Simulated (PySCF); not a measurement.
# Dipole moment and polarisability of `C[Si@@H](C=O)CCl`

Compound: C3H7ClOSi.
Numbering: `[CH3:1][Si@@H:2]([CH:3]=[O:4])[CH2:5][Cl:6]` (hydrogens: H7, H8, H9 on C1; H10 on Si2; H11 on C3; H12, H13 on C5)

Cartesian coordinates in Å at the GFN2-xTB level; atoms count from 1:
```xyz
13
C3H7ClOSi angstrom
C     -1.1797   -0.9171    0.8720
Si    -0.2773    0.0687   -0.4760
C     -0.3495    1.9392   -0.0140
O      0.6117    2.5919    0.3028
C      1.5747   -0.3998   -0.5292
Cl     1.7416   -2.1396   -0.9094
H     -0.7865   -0.6956    1.8617
H     -1.0676   -1.9842    0.7032
H     -2.2427   -0.6943    0.8828
H     -0.8818   -0.0955   -1.8031
H     -1.3484    2.4266   -0.0326
H      2.1233    0.1399   -1.2981
H      2.0778   -0.2395    0.4224
```

Level: PBE0/def2-SVPD (PySCF), static field, nuclei fixed, core orbitals frozen in the response. The polarisability tensor in these axes (au):

```
x   80.62 -3.78 -3.63
y   -3.78 91.70  3.61
z   -3.63  3.61 67.70
```

Question: Diagonalise the tensor; give its mean and Δα, where Δα² is half the sum of the squared differences of the eigenvalues.

Answer: Principal values 66.48, 79.87 and 93.66 au; mean 80.00 au = 11.86 Å³ = 13.19 × 10⁻⁴⁰ C²·m²/J; Δα = 23.54 au (29 % of the mean).

Question: What is the dipole moment, and where does it point?

Answer: (-2.06, -0.24, 0.24) D, 2.09 D in size, pointing from the negative to the positive side. Measured along this direction, the outermost atoms are H12 at the negative end and H9 at the positive end.

Question: What molar refraction does this α imply?

Answer: Lorentz–Lorenz: R = (4π/3)N_A α = 2.5225 cm³/(mol·Å³) × 11.86 Å³ = 29.9 cm³/mol, in the limit of long wavelengths.

Question: Traceless (Buckingham) quadrupole moment about the centre of nuclear charge: eigenvalues?

Answer: -12.88, 5.48, 7.40 D·Å. The values depend on the origin, since the dipole doesn't vanish. The electronic extent ⟨r²⟩ about the same centre is 1131 bohr², a root-mean-square distance of 2.22 Å for the 64 electrons.

Question: In TDDFT the mean static polarisability is Σ f/ω² over all singlet excitations (ω in hartree). How much of it do the 8 lowest give? Their energies (eV) and oscillator strengths: 3.19, 0.0008; 5.58, 0.0031; 6.01, 0.0223; 6.10, 0.0014; 6.49, 0.0437; 6.70, 0.0077; 6.89, 0.0033; 6.96, 0.0946.

Answer: They add up to 3.01 au, 3.8 % of the 80.00 au; the largest single term is 1.45 au, from the state at 6.96 eV. Terms in order: 0.06, 0.07, 0.46, 0.03, 0.77, 0.13, 0.05, 1.45 au. Higher excitations give the rest. The strengths listed sum to 0.177.

Question: Along which axes do the principal values lie, and how far do the nuclei extend along each?

Answer: Largest value along (-0.32, 0.93, 0.17), where the nuclei span 5.39 Å; middle along (0.92, 0.35, -0.17), 4.69 Å; least along (0.22, -0.11, 0.97), 3.64 Å. The response follows the extents in order.

Question: Orientational against electronic polarisability at 400 K (dilute gas, rigid molecules)?

Answer: In Gaussian units μ²/3kT = 26.30 Å³ against 11.86 Å³, a ratio of 2.22; the Debye molar polarisation (4π/3)N_A(α + μ²/3kT) is 96.2 cm³/mol, leaving out the vibrational part.

The structure is a single GFN2-xTB conformer in the gas phase; no vibrational or solvent corrections.
